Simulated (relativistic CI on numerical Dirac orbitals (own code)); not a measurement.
**V⁵⁺: calculation against measurement**

Computed by Dirac-Coulomb-Breit CI, separate exchange-only KLI orbitals for each configuration, model QED, valence Slater integrals scaled by 0.9, configuration energies shifted to the measured levels that pair with them (semi-empirical) (own radial code, finite nucleus).

Configurations in the expansion (outside the closed core [Ne]): 3s2 3p6, 3s2 3p5 3d, 3s 3p6 3d, 3s2 3p5 4p, 3s2 3p5 4d, 3s2 3p5 5s, 3s2 3p5 4f, 3s 3p6 4p, 3s 3p6 5p, 3s2 3p4 3d2, 3s2 3p5 4s, 3p6 3d2, 3s 3p5 3d2, 3s2 3p5 5p, 3s 3p6 4s, 3s2 3p5 5d, 3s2 3p5 5f, 3s2 3p5 5g, 3s2 3p4 3d 4s, 3s 3p6 4d, 3s2 3p4 3d 4p, 3s 3p6 5s, 3s 3p6 4f, 3s 3p6 5d, 3s 3p6 5f, 3s 3p6 5g, 3s 3p5 3d 4s, 3s2 3p4 4s2. Levels of other configurations are missing.

| Configuration | Term (tabulated) | J | Measured (cm⁻¹) | Computed | Error | Purity (%) |
| --- | --- | --- | --- | --- | --- | --- |
| 3s2 3p6 | 1S | 0 | 0.0 | 0 | 0 | 97 |
| 3s2 3p5 3d | 1D° | 2 | 345139.4 | 345139 | 0 | 70 |
| 3s2 3p5 3d | 1F° | 3 | 350644.5 | 349933 | -711 | 74 |
| 3s2 3p5 3d | 1P° | 1 | 445435.6 | 456545 | 11109 | 98 |
| 3s 3p6 3d | 3D | 1 | 549538.0 | 549533 | -5 | 74 |
| 3s 3p6 3d | 3D | 2 | 549863.6 | 549868 | 5 | 74 |
| 3s 3p6 3d | 3D | 3 | 550384.6 | 550406 | 22 | 74 |
| 3s 3p6 3d | 1D | 2 | 566433.0 | 563675 | -2758 | 68 |
| 3s2 3p5 4p | 3S | 1 | 602974.3 | 601870 | -1104 | 95 |
| 3s2 3p5 4p | 3P | 0 | 621757.1 | 621776 | 19 | 94 |
| 3s2 3p5 4p | 3P | 1 | 623594.5 | 623576 | -18 | 63 |
| 3s2 3p5 4p | 1S | 0 | 641800.3 | 642993 | 1193 | 93 |
| 3s2 3p5 4d | 2[1/2]° | 0 | 707280.3 | 707370 | 89 | 98 |
| 3s2 3p5 4d | 2[1/2]° | 1 | 708044.6 | 708136 | 92 | 95 |
| 3s2 3p5 4d | 2[3/2]° | 2 | 709747.4 | 709853 | 105 | 86 |
| 3s2 3p5 4d | 2[7/2]° | 4 | 710695.2 | 710620 | -75 | 99 |
| 3s2 3p5 4d | 2[7/2]° | 3 | 711426.2 | 711261 | -166 | 62 |
| 3s2 3p5 4d | 2[5/2]° | 2 | 713742.3 | 713753 | 11 | 58 |
| 3s2 3p5 4d | 2[5/2]° | 3 | 714667.9 | 714478 | -190 | 47 |
| 3s2 3p5 4d | 2[3/2]° | 1 | 716760.4 | 716650 | -110 | 50 |
| 3s2 3p5 4d | 2[5/2]° | 2 | 720074.9 | 720211 | 136 | 41 |
| 3s2 3p5 4d | 2[5/2]° | 3 | 720836.0 | 720772 | -64 | 51 |
| 3s2 3p5 4d | 2[3/2]° | 2 | 721187.6 | 721287 | 100 | 54 |
| 3s2 3p5 4d | 2[3/2]° | 1 | 723421.6 | 723411 | -11 | 48 |
| 3s2 3p5 5s | 2[3/2]° | 2 | 770494.5 | 770420 | -74 | 99 |
| 3s2 3p5 5s | 2[3/2]° | 1 | 771723.1 | 771723 | 0 | 52 |
| 3s2 3p5 4f | 2[3/2] | 1 | 777549.4 | 776315 | -1234 | 92 |
| 3s2 3p5 5s | 2[1/2]° | 1 | 778944.0 | 778997 | 53 | 52 |
| 3s2 3p5 4f | 2[9/2] | 5 | 781295.9 | 781065 | -231 | 88 |
| 3s2 3p5 4f | 2[9/2] | 4 | 782345.4 | 782348 | 3 | 73 |
| 3s2 3p5 4f | 2[7/2] | 4 | 785705.4 | 787618 | 1913 | 34 |
| 3s2 3p5 4f | 2[7/2] | 4 | 791839.6 | 792622 | 782 | 33 |

Measured levels from Sugar and Corliss, J. Phys. Chem. Ref. Data 7, 1191 (1978); pairs were made by configuration, J and term (by order where the table uses no LS term), so strongly mixed levels may be paired wrongly. Some J values or terms of the table were assigned by a fit.

Mean error by configuration (cm⁻¹): 3s2 3p5 3d 3466; 3s 3p6 3d -684; 3s2 3p5 4p 22; 3s2 3p5 4d -7; 3s2 3p5 5s -7; 3s2 3p5 4f 247. Over the excited levels the mean absolute error is 722 cm⁻¹ (31 of the 39 excited levels that our extract of the source holds in range could be paired, and the others can miss by more), and the median relative error of those above 1,000 cm⁻¹ is 0.013 %, both after the shifts were fitted to these levels, so that a configuration with one level shows no error.

Configurations whose levels could be paired with our table of measured levels were shifted onto them, all but the ground configuration, by the median error of their levels; single terms can still be off by 1,000 to 2,000 cm⁻¹ or more, and rates follow the energies as ν³ (E1, M1) or ν⁵ (E2). The others borrow a shift and can be off by several thousand cm⁻¹ or more. 31 of the 39 excited levels that our extract of the measured tables holds in this range could be paired (the sources list more); they are missed by 722 cm⁻¹ on average and 11109 at most, after the shifts were fitted to these levels, and levels without a partner can miss by more.

Shifts applied (cm⁻¹): 3s2 3p6 0; 3s2 3p5 3d -21206; 3s 3p6 3d -30459; 3s2 3p5 4p -32324; 3s2 3p5 4d -30979; 3s2 3p5 5s -29934; 3s2 3p5 4f -36913; 3s 3p6 5p -91133.
